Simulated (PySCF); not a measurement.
```xyz
3
charge 1 multiplicity 1, angstrom
Br    0.0000    0.0000   -0.0249
H     1.0458    0.0000    0.9753
H    -1.0458    0.0000    0.9753
```

All numbers come from PySCF, PBE0, basis Br def2-TZVP, H def2-TZVP (no relativity, density fitting).

This geometry of BrH₂⁺ is a stationary point at this level.

What is the point group?

C2v.

Is it a minimum?

Yes: all harmonic wavenumbers are real.

List the harmonic modes with their infrared intensities.


```json
{"symmetry": "a1", "ω (cm⁻¹)": "1067", "IR (km/mol)": "12.5", "type": "bend"}
{"symmetry": "b2", "ω (cm⁻¹)": "2493", "IR (km/mol)": "202", "type": "stretch"}
{"symmetry": "a1", "ω (cm⁻¹)": "2499", "IR (km/mol)": "136", "type": "stretch"}
```

Give the ideal-gas entropy at 298.15 K and 1 bar by parts.

translation 163.7, rotation 54.8, vibration 0.3, spin 0.0; total 218.7 J/(mol K).

In C2v the vibrations span 2a1 + b2. Here b1 is antisymmetric to the molecular plane and b2 lies in it.

Only a few start shapes were tried, so a lower isomer may exist.
